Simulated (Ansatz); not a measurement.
Ideal-gas functions of ClH2ISn (`[Cl][SnH2][I]`) at 600 K and 1 bar, from an Ansatz frequency run at PBE0-D4/def2-TZVP.

Molar mass 283.08 g/mol, point group Cs (symmetry number 1), electronic degeneracy 1, moments of inertia 116.075, 621.245, 728.9 u Å². Harmonic wavenumbers (cm⁻¹, unscaled): 87, 212, 374, 394, 506, 625, 675, 1971, 1985.

Use S(trans) = R[1.5 ln M + 2.5 ln T − 1.1517]; rotational temperatures θ = 24.2544 K / I; S(rot) = R[ln(√π/σ · √(T³/θAθBθC)) + 1.5]; for each mode x = 1.438777 ν̃/T, S = R[x/(eˣ − 1) − ln(1 − e⁻ˣ)] and H = RT x/(eˣ − 1); 1 cm⁻¹ = 0.0119627 kJ/mol; R = 8.31446 J/(mol·K).

Q: By hand: the entropy, in J/(mol·K).

A: Translation 193.8. Rotation: θ = 0.209, 0.039, 0.0333 K, giving 131.1. Vibration, mode by mode: 21.36, 14.03, 9.49, 9.09, 7.20, 5.69, 5.16, 0.43, 0.41, in all 72.9. Electronic 0.0. Sum 397.8 J/(mol·K).

Q: By hand: H − E and G − E in kJ/mol, counted from the electronic energy.

A: Zero-point energy ½ × 6829 × 0.0119627 = 40.8; thermal vibration 21.5; translation, rotation and pV give 4 RT = 20.0. H − E = 82.3 kJ/mol, and G − E = 82.3 − 600 × 397.8/1000 = -156.4 kJ/mol.

Vibration gives 18 % of the entropy, 21.4 J/(mol·K) of it from the mode under 150 cm⁻¹: soft modes count most, and the harmonic formula is weakest for them.
